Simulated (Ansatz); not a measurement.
H9N3Si2 (`N[SiH2]N[SiH2]N`). Charge 0, multiplicity 1.

```json
{"atom": "N1", "x (Å)": "-1.405", "y (Å)": "-0.733", "z (Å)": "-2.182"}
{"atom": "Si2", "x (Å)": "0.171", "y (Å)": "-0.372", "z (Å)": "-1.611"}
{"atom": "N3", "x (Å)": "0.221", "y (Å)": "-0.535", "z (Å)": "0.101"}
{"atom": "Si4", "x (Å)": "0.911", "y (Å)": "0.483", "z (Å)": "1.304"}
{"atom": "N5", "x (Å)": "-0.190", "y (Å)": "0.671", "z (Å)": "2.605"}
{"atom": "H6", "x (Å)": "-2.201", "y (Å)": "-0.170", "z (Å)": "-1.932"}
{"atom": "H7", "x (Å)": "-1.526", "y (Å)": "-1.168", "z (Å)": "-3.081"}
{"atom": "H8", "x (Å)": "0.663", "y (Å)": "1.008", "z (Å)": "-1.874"}
{"atom": "H9", "x (Å)": "1.039", "y (Å)": "-1.338", "z (Å)": "-2.340"}
{"atom": "H10", "x (Å)": "-0.173", "y (Å)": "-1.398", "z (Å)": "0.454"}
{"atom": "H11", "x (Å)": "1.285", "y (Å)": "1.727", "z (Å)": "0.577"}
{"atom": "H12", "x (Å)": "2.129", "y (Å)": "-0.078", "z (Å)": "1.951"}
{"atom": "H13", "x (Å)": "-1.080", "y (Å)": "1.126", "z (Å)": "2.485"}
{"atom": "H14", "x (Å)": "0.156", "y (Å)": "0.776", "z (Å)": "3.544"}
```

Q: What are the harmonic wavenumbers in cm⁻¹ at PBE0-D4/def2-TZVP (Ansatz, finite differences of forces, unscaled)? (An estimate is asked.)

A: The calculation gave: 50, 55, 169, 183, 205, 310, 311, 359, 365, 505, 581, 588, 704, 706, 792, 831, 865, 866, 886, 925, 967, 972, 973, 987, 1206, 1577, 1579, 2194, 2202, 2203, 2216, 3580, 3609, 3610, 3707, 3707.

Q: Is this a minimum?

A: Yes, all 36 modes are real.

Q: Give the ideal-gas thermochemistry at 298.15 K and 1 bar (rigid rotor, harmonic oscillator; point group Cs, symmetry number 1).

A: Zero-point energy 272.4 kJ/mol; H(298) − E = 298.8 kJ/mol; entropy 386.9 J/(mol·K), of which translation 167.2, rotation 115.6, vibration 104.1; G(298) − E = 183.4 kJ/mol. Modes under 100 cm⁻¹ are hindered rotations or soft bends, so the harmonic entropy is rough.

Q: Rotational constants (cm⁻¹)?

A: 0.2698, 0.04378, 0.03983.
